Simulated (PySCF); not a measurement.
## Distorted geometries of [Gd(H2O)3]3+

[Gd(H2O)3]3+ (singlet in the valence; each metal's 4f electrons, 7 of them, lie in its core potential, out of spins and levels). PySCF 2.14.0, RKS TPSS, Gd lcecp-1-SVP with ECP53, O def2-SVP, H def2-SVP; non-relativistic Hamiltonian with scalar-relativistic core potentials where named; density fitting; no spin-orbit coupling. Relaxed geometry:

```xyz
10

Gd    0.0000    0.0000    0.0000
O     2.2852    0.0000    0.0000
H     2.9072    0.7754    0.0853
H     2.9072   -0.7754   -0.0853
O    -1.1426    1.9791    0.0000
H    -2.1252    2.1300    0.0853
H    -0.7821    2.9054   -0.0853
O    -1.1426   -1.9791    0.0000
H    -0.7820   -2.9054    0.0853
H    -2.1251   -2.1300   -0.0853
```

Problem. Order these distorted geometries by energy above the relaxed one, lowest first.
A.
```xyz
10

Gd   -0.0829   -0.1257   -0.0345
O     2.2453   -0.1559   -0.0853
H     2.8108    0.9273    0.2485
H     2.9467   -1.0242   -0.1720
O    -1.2763    1.9595   -0.1753
H    -2.2542    2.3988    0.2462
H    -0.3878    3.0211   -0.3201
O    -1.0933   -1.9208    0.1267
H    -0.8258   -2.8686    0.3316
H    -2.0826   -2.2113   -0.1660
```
B.
```xyz
10

Gd    0.0029    0.0123   -0.0266
O     2.2740   -0.0726   -0.0102
H     3.0098    0.7600    0.1215
H     2.8129   -0.7519   -0.0851
O    -1.1534    2.0270   -0.0181
H    -2.1369    2.2158   -0.0461
H    -0.7560    2.8907   -0.0677
O    -1.1775   -2.0307    0.0276
H    -0.7715   -2.9345    0.1033
H    -2.1043   -2.1161    0.0013
```
C.
```xyz
10

Gd   -0.0193   -0.0767   -0.0349
O     2.2593    0.0011   -0.0015
H     2.8471    0.7985    0.0547
H     2.9609   -0.6743   -0.1474
O    -1.2008    2.0210    0.0472
H    -2.1445    2.0823    0.0574
H    -0.8916    2.8344   -0.1520
O    -0.9385   -1.9330    0.0381
H    -0.8111   -2.9115    0.1730
H    -2.0615   -2.1417   -0.0347
```

Solution. B (0.90 eV), C (1.17 eV), A (3.92 eV).

Problem. Which forces (eV/Å) act in the one that lies 0.90 eV up?

Solution. 
```
Gd  -0.53 -0.29  0.02
O   -2.81  9.17  1.17
H   -2.22 -2.36 -0.39
H    5.09 -6.76 -0.77
O   -0.81 -2.15 -0.03
H    0.18 -0.08  0.06
H    0.84  2.01 -0.06
O    3.91  1.33  0.09
H   -0.35 -0.16 -0.02
H   -3.29 -0.72 -0.08
```
Forces carry noise of the integration grid, about 0.01 to 0.03 eV/Å.

No frequency check is given that shows the relaxed geometry to be a minimum. An lcecp potential fixes the number of 4f electrons, so in runs with it no electron can move into or out of that shell.
